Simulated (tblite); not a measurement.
Input of a run (GFN2-xTB geometry optimisation, gas phase (tblite 0.8.0)), started from a force field or distance geometry:
```
{"job": {"kind": "relax", "xc": "GFN2-xTB", "basis": "xTB"}, "charge": 0, "multiplicity": 1}
C      2.087800     0.411500    -0.079600
C      0.616000     0.095900    -0.011400
C     -0.321600     0.806000    -0.610900
C     -1.713300     0.451800    -0.507500
C     -2.050900    -0.627000     0.236000
Cl    -3.712400    -1.084400     0.378600
O     -1.085700    -1.407000     0.886100
C      0.248100    -1.093800     0.811600
O      1.100800    -1.774000     1.377900
H      2.263100     1.300900    -0.687800
H      2.479800     0.608900     0.918400
H      2.630700    -0.421600    -0.520900
H     -0.091200     1.684500    -1.201600
H     -2.451900     1.047900    -1.011100
```

Output (eV, eV/Å):
```
step      E/eV     max force
  0    -763.63450    2.195
  1    -763.73382    2.274
  2    -763.80126    0.791
  3    -763.82374    0.654
  4    -763.84401    0.446
  5    -763.86392    0.290
  6    -763.86945    0.260
  7    -763.87602    0.194
  8    -763.87914    0.136
  9    -763.88089    0.080
 10    -763.88177    0.078
 11    -763.88261    0.091
 12    -763.88321    0.067
 13    -763.88357    0.036
 14    -763.88373    0.032
 15    -763.88384    0.025
 16    -763.88394    0.027
 17    -763.88401    0.023
 18    -763.88408    0.026
 19    -763.88415    0.026
 20    -763.88421    0.022
 21    -763.88428    0.026
 22    -763.88433    0.022
 23    -763.88437    0.019
 24    -763.88441    0.016
 25    -763.88443    0.012
 26    -763.88444    0.008
```

Summarise the run.

The energy falls by 5.8 kcal/mol over 26 L-BFGS steps, the largest force on an atom goes from 2.20 to 0.008 eV/Å, and the atoms move by 0.059 Å rms after alignment. The bond that changes most is C5–O7 (unsaturated ring carbon to ring oxygen), which shortens by 0.073 Å. Bonds longer at the end by more than 0.005 Å: 2 of 14; shorter: 7. Among the angles that change most is Cl6–C5–O7, from 118.5° to 112.8°. The energy never rose by more than 1e-5 eV on the way. The first step brought 40 % of the lowering.

What are the final bond lengths?

C1–C2 1.492 Å, C2–C3 1.356 Å, C3–C4 1.421 Å, C4–C5 1.351 Å, C5–Cl6 1.714 Å, C5–O7 1.328 Å, O7–C8 1.394 Å, C8=O9 1.201 Å, C2–C8 1.454 Å, C1–H10 1.086 Å, C1–H11 1.089 Å, C1–H12 1.089 Å, C3–H13 1.080 Å, C4–H14 1.075 Å. Numbering counts from 1 in the input's order; the species is `Cc1ccc(Cl)oc1=O`.

Its GFN2-xTB frequencies are all real (lowest 68 cm⁻¹). 2 starts were optimised and ended at 0.00 and 0.29 kcal/mol (GFN2-xTB); the lowest of these is shown.

The numbers are calculated, not measured.
